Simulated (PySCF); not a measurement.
How methods differ on the excitation energy of Hf

Hf [Xe] 4f14 5d2 6s2 (3F) → Hf [Xe] 4f14 5d2 6s1 6p1 (high-spin determinant), as a difference of total energies. Computed with PySCF 2.14 in def2-TZVPPD with the def2 core potential (60 electrons), with a scalar-relativistic core potential. Correlated levels: valence and next inner shell: nothing frozen outside the core potential. The calculations carry no spin-orbit coupling.

```csv
method,excitation energy (cm⁻¹)
UHF,10014
MP2 (valence and next inner shell),19595
SCS-MP2 (valence and next inner shell),21122
CCSD (valence and next inner shell),19186
CCSD(T) (valence and next inner shell),20067
```

The determinant of the upper state mixes LS terms, which raises its energy above the lowest term, most at the Hartree-Fock and MP2 levels.
